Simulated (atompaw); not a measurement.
## Reading a pseudo-wave (chlorine (Cl))

Columns: radius, all-electron u(r) and pseudo u(r) of the 3p shell (level -11.15 eV) of chlorine in the configuration [Ne] 3s2 3p4.75; PBE, scalar-relativistic, PAW (atompaw) scheme, atompaw 4.2.0.5.

```csv
r (bohr),all-electron,pseudo
0.054,-0.0838,0.0040
0.108,-0.2154,0.0161
0.162,-0.3143,0.0357
0.215,-0.3612,0.0619
0.269,-0.3611,0.0949
0.323,-0.3223,0.1335
0.377,-0.2562,0.1766
0.431,-0.1726,0.2232
0.485,-0.0792,0.2721
0.538,0.0162,0.3214
0.592,0.1128,0.3718
0.646,0.2059,0.4215
0.700,0.2932,0.4696
0.754,0.3737,0.5153
0.808,0.4466,0.5582
0.862,0.5117,0.5976
0.915,0.5681,0.6327
0.969,0.6181,0.6647
1.023,0.6607,0.6928
1.077,0.6961,0.7170
1.131,0.7249,0.7374
1.185,0.7475,0.7542
1.238,0.7642,0.7672
1.292,0.7761,0.7771
1.346,0.7835,0.7836
1.400,0.7867,0.7867
```

Question: How many radial nodes do the two functions have?

Answer: The all-electron 3p function has n − l − 1 = 1; the pseudo-wave has 0, since the states of the same l below it are removed with the core.

Question: Is the pseudo-wave norm-conserving?

Answer: No, it belongs to a PAW set: the norm inside the radius is not constrained, and the difference is carried by the augmentation charge.
